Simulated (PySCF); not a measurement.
Which determinant of SiI lies lowest?

Unrestricted PBE0; basis Si x2c-SVPall, I x2c-SVPall; spin-free X2C with a Gaussian nucleus; PySCF 2.14. Outer shells of the fragments: Si 3s2 3p2; I 4d10 5s2 5p5.

Followed along the bond (rough minima from three points):

```csv
2Ms+1,unpaired,⟨S²⟩ at the start,R at minimum (Å),Te (eV)
2,π ↑,0.76,2.46,0.00
4,"σ ↑, π ↑↑",3.75,2.48,2.48
```

Solutions found at the starting distance of 2.425 Å, counted from the lowest of them; the search is not exhaustive and high or unbound solutions are not listed, so other states can lie among these:

```tsv
2Ms+1	unpaired	term	E (eV)	⟨S²⟩	⟨Lz²⟩	μ (D)
2	π ↑	²Π	0.00	0.76	1.01	-0.38
4	σ ↑, π ↑↑	⁴Σ⁻	2.49	3.75	0.00	0.01
2	σ ↑	²Σ⁺	3.02	0.75	0.00	-0.70
2	σ ↑, π ↑↓	mixed	3.30	1.76	2.01	0.62
2	σ ↓, π ↑↑	mixed	3.40	1.77	0.00	1.04
4	π ↑↑↑	⁴Π	3.63	3.76	1.00	4.13
```

A term symbol is given only where ⟨S²⟩ and ⟨Lz²⟩ are close to those of a pure state; real π, δ and φ orbitals otherwise mix terms. A positive dipole means Si(−)I(+).

Spin–orbit coupling is left out. Counting both spins, an empty level lies below a filled one in some of these solutions, because spin and occupation are held.
